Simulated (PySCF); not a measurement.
Compound: (ClAlS)3 ring, Al3Cl3S3.
Bonds: Al1–Cl2, Al1–S3, Al1–S9, S3–Al4, Al4–Cl5, Al4–S6, S6–Al7, Al7–Cl8, Al7–S9.

Probes without a nucleus sit at each ring's centroid and 1 Å off its mean plane on both sides; NICS is minus the shielding there, NICSzz its component along the normal. Level: GIAO B3LYP/pcSseg-1 (pcSseg-2 on Al) (PySCF, non-relativistic, gas phase) on the PBE0-D3(BJ)/def2-SVP geometry, one conformer.

Ring bond lengths (Å): Al1–S3 2.169, S3–Al4 2.171, Al4–S6 2.171, S6–Al7 2.169, Al7–S9 2.169, S9–Al1 2.167.

**Question.** What do the NICS probes read (ppm)?

**Answer.** 
| ring | type | NICS(0) | NICS(1), two faces | NICS(1)zz, two faces | rms pucker (Å) | centre to ring atoms, mean (Å) |
| --- | --- | --- | --- | --- | --- | --- |
| Al1–S3–Al4–S6–Al7–S9 | 6-membered ring with 3 Al and 3 S | -3.8 | -2.2 / -2.2 | 4.8 / 4.8 | 0.02 | 2.16 |

**Question.** What can be read from them?

**Answer.** 
- Al1–S3–Al4–S6–Al7–S9: mean NICS(1)zz 4.8 ppm, deshielded.

**Question.** What field does 1 T along the ring normal induce along that normal at the second NICS(1) probe listed for ring Al1–S3–Al4–S6–Al7–S9, 1 Å off the ring?

**Answer.** NICSzz × B0 = 4.8 ppm × 1 T = 5 μT, along the applied field.

**Question.** How shielded are the nuclei of the rings and their hydrogens (means over atoms taken as equivalent)?

**Answer.** 
```
   atoms                     environment  σ isotropic (ppm)
Al1 (×3)  aluminium bonded to Cl and 2 S              356.2
 S3 (×3)           sulfur bonded to 2 Al              664.5
```

**Question.** How do the values depend on the level or the medium?

**Answer.** 
| level | NICS(0), Al1–S3–Al4–S6–Al7–S9 | mean NICS(1)zz, Al1–S3–Al4–S6–Al7–S9 |
| --- | --- | --- |
| B3LYP/pcSseg-1 (pcSseg-2 on Al), gas | -3.8 | 4.8 |
| PBE/pcSseg-1 (pcSseg-2 on Al), gas | -4.0 | 4.7 |
| PBE0/pcSseg-1 (pcSseg-2 on Al), gas | -3.9 | 4.8 |

The geometry is the same throughout.

Hardware: an Arm Neoverse N1 with one thread, shared host with 64 logical CPUs at a one-minute load of 24. Cost: 91 s wall, 1.5 GiB resident at most. This is the whole shielding run at B3LYP/pcSseg-1 (pcSseg-2 on Al), SCF included.
